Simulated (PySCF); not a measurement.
B3LYP has the VWN-RPA correlation part, as in Gaussian. 

Cartesian coordinates (Å):
```xyz
7

Mo    -0.1388    -0.0912    -0.0400
Cl     1.7120    -0.2548    -1.3794
Cl    -1.4739     0.5565    -1.7844
F      0.2541     1.6677     0.3587
F     -0.5487    -1.8673    -0.3317
F      0.8769    -0.6097     1.4191
F     -1.5892     0.0155     1.1070
```
Charge 0, spin multiplicity 1.

Give the LUMO, total energy and dipole moment at the level PySCF 2.14.0 with B3LYP-D3(BJ)/def2-TZVP // TPSS-D3(BJ)/def2-SVP.


```json
{
 "LUMO": "-6.29 eV",
 "total_energy": "-1388.4565 Ha",
 "dipole_moment": "0.328 e·Å"
}
```
